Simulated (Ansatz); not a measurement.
Isolated molecules relaxed with PBE0-D4/def2-TZVP in Ansatz; ΔE leaves out vibrations. CBS: MP2 limit from def2 TZ/QZ plus the TZ coupled-cluster correction, frozen cores. Functionals use def2-TZVPP. B3LYP here is the variant with VWN-RPA as its local correlation; programs differ in this. HSE06 is defined as in plane-wave codes. def2 core potentials past Kr. For Te outer-core shells are correlated without core-valence functions, which leaves a few kJ/mol of doubt a bond. Each species was taken in one conformer, which may not be the lowest.

Reaction (redistribution): `CSB[TeH]` + `N[SiH2]S` → `CSBS` + `N[SiH2][TeH]`

| level | ΔE (kJ/mol) | difference from CCSD(T)/CBS |
| --- | --- | --- |
| PBE-D4 | -20.4 | -6.8 |
| revPBE-D4 | -19.5 | -5.9 |
| r2SCAN-D4 | -18.8 | -5.2 |
| B97M-V | -16.4 | -2.8 |
| PBE0-D4 | -19.8 | -6.2 |
| r2SCANh-D4 | -18.8 | -5.2 |
| r2SCAN0-D4 | -18.9 | -5.3 |
| HSE06-D4 | -19.9 | -6.3 |
| BHLYP-D4 | -18.6 | -5.0 |
| CAM-B3LYP-D4 | -18.7 | -5.1 |
| ωB97X-V | -18.1 | -4.5 |
| ωB97M-V | -18.0 | -4.4 |
| B2PLYP | -17.0 | -3.4 |
| PBE-QIDH | -16.8 | -3.2 |
| PBE | -20.8 | -7.2 |
| revPBE | -20.7 | -7.1 |
| BLYP | -20.3 | -6.7 |
| r2SCAN | -18.8 | -5.2 |
| PBE0 | -20.0 | -6.4 |
| B3LYP | -19.7 | -6.1 |
| r2SCANh | -18.9 | -5.3 |
| r2SCAN0 | -18.9 | -5.3 |
| HSE06 | -20.1 | -6.5 |
| BHLYP | -19.0 | -5.4 |
| CAM-B3LYP | -18.9 | -5.3 |
| LC-ωPBE | -18.4 | -4.8 |
| RPA@PBE/def2-TZVPP | -11.5 | 2.1 |
| HF/def2-SVP | -26.7 | -13.1 |
| MP2/def2-SVP | -26.9 | -13.3 |
| CCSD(T)/def2-SVP | -27.1 | -13.5 |
| HF/def2-TZVPP | -18.7 | -5.1 |
| MP2/def2-TZVPP | -12.9 | 0.7 |
| SCS-MP2/def2-TZVPP | -13.3 | 0.3 |
| CCSD(T)/def2-TZVPP | -13.4 | 0.2 |
| HF/def2-QZVPP | -18.4 | -4.8 |
| MP2/def2-QZVPP | -12.9 | 0.7 |
| SCS-MP2/def2-QZVPP | -13.3 | 0.3 |
| HF/CBS(def2) | -18.3 | -4.7 |
| MP2/CBS(def2) | -13.1 | 0.5 |
| CCSD/CBS(def2) | -14.2 | -0.6 |
| CCSD(T)/CBS | -13.6 | 0 |

Largest T1 diagnostic among the species: 0.013.

Leaving LDA and LC-ωPBE aside and taking each functional with its dispersion term where it has one, the values spread over 4.0 kJ/mol, from PBE-D4 to B97M-V. At CCSD(T), def2-SVP lies −13.5 kJ/mol from the extrapolated value and def2-TZVPP +0.2 kJ/mol. In def2-TZVPP, CCSD(T) changes the Hartree–Fock value by +5.4 kJ/mol (the triples alone add +0.7 kJ/mol) and MP2 by +5.8 kJ/mol.
